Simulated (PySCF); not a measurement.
Species: C5H8Si.
SMILES: `C#C[C@H]1CC[SiH2]1`

The closed-shell ground state was solved at several levels (PySCF, density fitting, gas phase, non-relativistic). One conformer (not necessarily the lowest) at the PBE0-D3(BJ)/def2-SVP geometry, without solvent, vibrations or thermal averaging.

```csv
level,basis functions,HOMO (eV),LUMO (eV),gap (eV),dipole (D)
PBE0/cc-pVDZ,128,-6.89,0.49,7.38,1.17
PBE0/IGLO-III,299,-7.04,0.14,7.18,1.29
PBE0/6-31G*,104,-6.73,0.50,7.23,1.15
PBE0/def2-TZVP,240,-7.02,0.07,7.09,1.27
PBE0/cc-pVTZ,296,-7.00,0.19,7.19,1.24
PBE0/def2-SVP,128,-6.97,0.51,7.48,1.16
PBE0/pcSseg-0,74,-7.19,0.48,7.67,0.98
PBE0/aug-cc-pVDZ,214,-7.03,-0.20,6.83,1.27
"PBE0/6-311+G(2d,p)",218,-7.05,-0.18,6.87,1.28
```

(1) What might B3LYP/cc-pVTZ (296 basis functions) give for the same quantities?

(2) Over all these levels, which gives the widest orbital gap and which the narrowest?

(3) How much does the basis alone move the frontier levels among the 9 PBE0 rows?

(4) How far do the dipole and the HOMO energy spread over the levels?

Results:

(1) HOMO -6.78 eV, LUMO -0.02 eV, gap 6.76 eV, dipole 1.22 D.

(2) PBE0/pcSseg-0 (global hybrid, 25 % exact exchange) has the widest, 7.67 eV, and B3LYP/cc-pVTZ (global hybrid, 20 % exact exchange) the narrowest, 6.76 eV. Functional and basis both differ between the two, so the spread mixes both effects.

(3) The HOMO by 0.46 eV and the LUMO by 0.71 eV. By rising basis size (HOMO, LUMO in eV): pcSseg-0 -7.19, 0.48; 6-31G* -6.73, 0.50; cc-pVDZ -6.89, 0.49; def2-SVP -6.97, 0.51; aug-cc-pVDZ -7.03, -0.20; 6-311+G(2d,p) -7.05, -0.18; def2-TZVP -7.02, 0.07; cc-pVTZ -7.00, 0.19; IGLO-III -7.04, 0.14.

(4) The dipole runs from 0.98 to 1.29 D (mean 1.21 D) and the HOMO from -7.19 to -6.73 eV.
